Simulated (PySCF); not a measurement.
Compound: C5H12ClFSi2.
Z-matrix (Å and degrees, GFN2-xTB geometry), rows numbered from 1:
```
C 
C   1  1.3275
C   2  1.4993  1  121.22
Si  2  1.8879  1  121.65  3   179.84
C   4  1.9385  2  107.51  1  -104.74
F   5  1.3802  4  108.61  2   172.00
Cl  5  1.8154  4  106.06  2   -75.70
C   5  1.5065  4  118.05  2    47.03
Si  8  1.9090  5  113.76  4    68.17
H   1  1.0769  2  122.04  3   179.49
H   1  1.0800  2  121.99  3    -0.25
H   3  1.0890  2  110.09  1  -121.14
H   3  1.0889  2  110.26  1   120.63
H   3  1.0882  2  111.27  1    -0.38
H   4  1.4623  2  112.30  1   139.03
H   4  1.4639  2  112.07  1    12.01
H   8  1.0935  5  109.00  4  -170.98
H   8  1.0901  5  108.17  4   -54.71
H   9  1.4649  8  106.39  5   172.73
H   9  1.4595  8  110.26  5    52.97
H   9  1.4647  8  109.44  5   -68.73
```

Computed at PBE0/pcSseg-1 (PySCF, non-relativistic), with Q(35Cl) = −0.0817 b: Cl7, 35Cl (I = 3/2): χzz = -69.69 MHz, η = 0.079.

(1) Find the zero-field quadrupole resonance frequencies of 35Cl at Cl7.

(2) Apply the simplest Townes–Dailey estimate (no s hybridisation, no π bonding), ionic character = 1 − χzz/χ0, where χ0 is the coupling for one missing p electron along the bond: −109.74 MHz for 35Cl.

Results:

(1) From ν = (|χ|/2)√(1 + η²/3): ν = 34.88 MHz (chlorine on a fluorinated carbon). For 37Cl the ratio of quadrupole moments, 0.7881, gives 27.49 MHz.

(2) Cl7 on C5: 1 − (-69.69)/(-109.74) = 0.36. In this model a purely covalent bond gives χ0 and a free halide ion gives zero; s hybridisation or π bonding, where present, is counted here as ionic character.

In a crystal, neighbours and librations shift these lines. One conformer (not necessarily the lowest) at the GFN2-xTB geometry, without solvent, vibrations or thermal averaging. GFN2-xTB bond lengths can be off by several hundredths of an ångström, more for odd bonds, and the gradients follow them. A larger basis could move these couplings by a tenth or more.
